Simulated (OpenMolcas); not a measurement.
Bi III: effect of the IPEA shift

* Program: OpenMolcas 26.06
* Basis: ANO-RCC-VTZP [8s7p5d3f2g]
* Scalar Hamiltonian: DKH2, point nucleus
* Active space: 3 electrons in 9 orbitals (RAS2 6s 6p; RAS3 6d, at most 2 electrons)
* State averaging: 2S+1 = 4 odd, 1 root; 2S+1 = 2 odd, 11 roots; 2S+1 = 4 even, 3 roots; 2S+1 = 2 even, 9 roots
* Spin-orbit coupling: state interaction with AMFI integrals over the reference wave functions, term energies averaged over their components

Methods on the same reference wave functions:
A. RASSCF
B. MS-RASPT2, IPEA 0 Eh, imaginary shift 0.1 Eh (closed shells correlated: 5d)
C. MS-RASPT2, IPEA 0.25 Eh, imaginary shift 0.1 Eh (closed shells correlated: 5d)

Energies in cm⁻¹ above 6s² 6p ²P°_1/2, the measured ground level; measured values from Moore, Atomic Energy Levels, vol. III, NSRDS-NBS 35 (1971 reprint of NBS Circular 467, 1958).

```csv
Level,A,B,C,Measured
6s² 6p ²P°_1/2,0.0,0.0,0.0,0.0
6s² 6p ²P°_3/2,18263,18350,18350,20788
6s 6p² ⁴P_1/2,65127,72310,72700,70254
6s 6p² ⁴P_3/2,74941,82850,83140,83038
6s 6p² ⁴P_5/2 [67 %],82289,89230,89640,89236
6s 6p² ²D_3/2,93632,97050,97800,108586
```

Deviations, from unrounded energies. A percentage is the sum of absolute deviations over the sum of measured energies, with the sign that they share, or ± where signs differ.

| Against measurement | Levels | A | B | C |
| --- | --- | --- | --- | --- |
| mean absolute deviation (cm-1) | 5 | 7500 | 3200 | 3200 |
| fine structure of the ground term (%) | 1 | -12.1 | -11.7 | -11.7 |
| other configurations (%) | 4 | -10.0 | ±3.9 | ±3.9 |

B, C lie about equally close to measurement and A furthest from it. The largest miss of C in the table is 6s 6p² ²D_3/2, by -11000 cm-1. The ranking rests on the paired levels alone, and a cruder setting can come out closer through cancelling errors.

Between B and C the level of the table that moves most is 6s 6p² ²D_3/2, by 740 cm-1 (lowest in B, highest in C). Moves below CASPT2's spread within the term are not significant.

The two smallest mean deviations differ by little beside CASPT2's spread within terms, so their order carries little weight.

The lowest spin-free term lies below A's lowest term by 0.419 hartree in B, 0.418 hartree in C.

CASPT2 does not keep the components of a term degenerate, so their means are used; among the terms shown or strongly mixed into the levels shown the widest spread is 37 cm-1 (6s 6p² ²D, C). The run also gave levels led by 6s 6p 6d, which use shells meant for correlation; these and all levels above them are left out. Spin-orbit splittings of 6p shells tend to come out small when the coupling is added on scalar orbitals. Some terms mix strongly with configurations of 6d, whose occupation reaches 0.31 (6s 6p² ²D). Computed and measured levels are paired by configuration, term and J; levels that our copy of the source lacks, or whose pairing is in doubt (as where it misses far off the trend of its configuration), stay unpaired and out of the deviations. Levels of configurations outside the active space are missing. Levels that lie high or do not pair safely by name in every column are left out.

A share in square brackets marks a mixed level and gives the weight of the term that names it, the lowest over the columns. ° marks odd parity.
